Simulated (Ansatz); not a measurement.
Reaction (formal exchange of groups at a C–C bond): `CC(C)=CC(C)C` + `C[CH2][SbH][SiH3]` → `C[CH2][Sb]([SiH3])[CH](C)C` + isobutene

Program: Ansatz. Geometries: PBE0-D4/def2-TZVP. ΔE: electronic, gas phase. CBS: MP2 limit from def2 TZ/QZ plus the TZ coupled-cluster correction, frozen cores. This one scheme is used for every species. DFT in def2-TZVPP. def2 core potentials past Kr. For Sb outer-core shells are correlated without core-valence functions, which leaves a few kJ/mol of doubt a bond. One conformer a species, not always the lowest.

| level | ΔE (kJ/mol) | difference from CCSD(T)/CBS |
| --- | --- | --- |
| r2SCAN-D4 | -4.8 | 8.5 |
| B97M-V | 2.2 | 15.5 |
| PBE-QIDH | -2.8 | 10.5 |
| BLYP | 0.1 | 13.4 |
| BHLYP | 5.3 | 18.6 |
| LC-ωPBE | 3.9 | 17.2 |
| RPA@PBE/def2-TZVPP | -8.2 | 5.1 |
| CCSD(T)/def2-TZVPP | -8.3 | 5.0 |
| MP2/def2-QZVPP | -17.2 | -3.9 |
| SCS-MP2/def2-QZVPP | -12.7 | 0.6 |
| CCSD(T)/CBS | -13.3 | 0 |

Largest T1 diagnostic among the species: 0.012.

From r2SCAN to r2SCAN0 (25 % exact exchange), in def2-TZVPP and without D4, ΔE moves by +3.1 kJ/mol. At CCSD(T), def2-SVP lies +21.4 kJ/mol from the extrapolated value and def2-TZVPP +5.0 kJ/mol. Leaving LDA and LC-ωPBE aside and taking each functional with its dispersion term where it has one, the values, not all of them listed here, spread over 14.2 kJ/mol, from BLYP-D4 to B97M-V. LDA lies +5.9 kJ/mol from PBE without D4.

CCSD(T)/CBS has its own doubt, a few kJ/mol and more with outer-core shells, so smaller differences from it don't rank the levels.
